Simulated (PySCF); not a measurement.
C4H8FNSi2.
Geometry (PBE0-D3(BJ)/def2-SVP, Å), atoms numbered from 1 in this order:
```xyz
16
C4H8FNSi2 angstrom
N      1.3298   -3.1751    1.2321
C      0.9437   -2.2557    0.6422
C      0.4835   -1.0911   -0.0858
Si     1.5821    0.4832    0.2076
Si    -0.1871    1.9236   -0.3300
C     -1.4273    0.4882   -0.5880
C     -0.9637   -0.6942    0.2484
F     -0.9917   -0.3120    1.5783
H      0.5420   -1.3147   -1.1656
H      2.7402    0.4531   -0.7324
H      2.0665    0.5329    1.6143
H      0.0011    2.7131   -1.5836
H     -0.5932    2.8382    0.7753
H     -2.4517    0.7637   -0.2952
H     -1.4546    0.2067   -1.6531
H     -1.6378   -1.5621    0.1470
```

All values: wB97X-D/def2-SVPD (PySCF, non-relativistic), on one gas-phase PBE0-D3(BJ)/def2-SVP geometry that isn't relaxed in the solvent. The solvent is an IEF-PCM continuum (cavity from Bondi-type radii × 1.2), and excitations are vertical TDDFT with non-equilibrium linear response and a frozen core. Only the electrostatic response of the medium enters.

Gas-phase singlets (H = HOMO, L = LUMO):

| state | E (eV) | λ (nm) | f | leading configurations |
| --- | --- | --- | --- | --- |
| S1 | 6.731 | 184 | 0.070 | H→L 83% |
| S2 | 6.976 | 178 | 0.030 | H→L+1 81% |
| S3 | 7.199 | 172 | 0.011 | H→L+3 23%, H→L+4 17%, H-1→L 14% |
| S4 | 7.543 | 164 | 0.157 | H→L+2 43%, H→L+3 10% |
| S5 | 7.701 | 161 | 0.163 | H→L+3 36%, H→L+2 34%, H-1→L 10% |

Question: What are the lowest 5 singlets in chloroform (ε = 4.711)?

Answer: 
```json
{"state": "S1", "E (eV)": "6.737", "λ (nm)": "184", "f": "0.117", "leading configurations": "H→L 86%", "change by rank (eV)": "+0.006"}
{"state": "S2", "E (eV)": "6.980", "λ (nm)": "178", "f": "0.044", "leading configurations": "H→L+1 73%, H→L+3 11%", "change by rank (eV)": "+0.004"}
{"state": "S3", "E (eV)": "7.202", "λ (nm)": "172", "f": "0.017", "leading configurations": "H→L+3 28%, H→L+4 19%, H-1→L+4 15%", "change by rank (eV)": "+0.003"}
{"state": "S4", "E (eV)": "7.513", "λ (nm)": "165", "f": "0.456", "leading configurations": "H→L+2 63%, H→L+1 9%", "change by rank (eV)": "-0.030"}
{"state": "S5", "E (eV)": "7.685", "λ (nm)": "161", "f": "0.126", "leading configurations": "H→L+3 40%, H→L+2 16%, H-1→L 14%", "change by rank (eV)": "-0.016"}
```

Question: Give the list for dimethylsulfoxide (ε = 46.83), n² = 2.19.

Answer: 
```csv
state,E (eV),λ (nm),f,leading configurations,change by rank (eV)
S1,6.744,184,0.126,H→L 86%,+0.013
S2,6.983,178,0.043,"H→L+1 47%, H→L+2 25%, H→L+3 18%",+0.007
S3,7.195,172,0.018,"H→L+3 30%, H→L+4 16%, H-1→L+4 12%",-0.004
S4,7.501,165,0.506,"H→L+2 43%, H→L+1 31%",-0.042
S5,7.685,161,0.102,"H→L+3 34%, H→L+2 20%, H-1→L 15%",-0.016
```

Question: How do the frontier levels move from gas to dimethylsulfoxide?

Answer: 
```json
{"orbital": "LUMO+2", "gas (eV)": "1.65", "solvent (eV)": "1.93", "change (eV)": "+0.28", "Löwdin shares, gas": "Si5 26 %, Si4 21 %, H10 8 %, H13 7 %", "Löwdin shares, solvent": "Si4 25 %, Si5 21 %, H10 11 %, H13 9 %"}
{"orbital": "LUMO+1", "gas (eV)": "1.56", "solvent (eV)": "1.91", "change (eV)": "+0.35", "Löwdin shares, gas": "Si4 27 %, Si5 27 %, H13 7 %, H11 7 %", "Löwdin shares, solvent": "Si4 23 %, Si5 21 %, N1 9 %, H11 9 %"}
{"orbital": "LUMO", "gas (eV)": "1.13", "solvent (eV)": "1.47", "change (eV)": "+0.34", "Löwdin shares, gas": "Si4 25 %, Si5 20 %, C3 8 %, C6 8 %", "Löwdin shares, solvent": "Si4 24 %, Si5 18 %, C2 11 %, N1 9 %"}
{"orbital": "HOMO", "gas (eV)": "-9.96", "solvent (eV)": "-9.68", "change (eV)": "+0.28", "Löwdin shares, gas": "Si4 26 %, Si5 24 %, N1 11 %, C3 10 %", "Löwdin shares, solvent": "Si4 28 %, Si5 28 %, C6 10 %, C3 8 %"}
{"orbital": "HOMO-1", "gas (eV)": "-10.97", "solvent (eV)": "-10.85", "change (eV)": "+0.12", "Löwdin shares, gas": "N1 21 %, Si4 15 %, C2 14 %, C3 12 %", "Löwdin shares, solvent": "C6 18 %, N1 17 %, C3 14 %, Si5 11 %"}
{"orbital": "HOMO-2", "gas (eV)": "-11.22", "solvent (eV)": "-10.95", "change (eV)": "+0.27", "Löwdin shares, gas": "N1 28 %, C2 20 %, C7 10 %, C3 10 %", "Löwdin shares, solvent": "C7 17 %, Si5 16 %, Si4 12 %, C6 9 %"}
{"orbital": "HOMO-3", "gas (eV)": "-11.46", "solvent (eV)": "-11.30", "change (eV)": "+0.16", "Löwdin shares, gas": "C6 17 %, Si5 15 %, C7 14 %, N1 12 %", "Löwdin shares, solvent": "Si5 21 %, H12 14 %, Si4 14 %, H13 11 %"}
```

The HOMO–LUMO gap goes from 11.10 to 11.15 eV. Rows go by rank; for HOMO-3, HOMO-2, HOMO-1 and LUMO the atom shares or the degeneracy differ between the runs, so the row needn't follow one orbital.
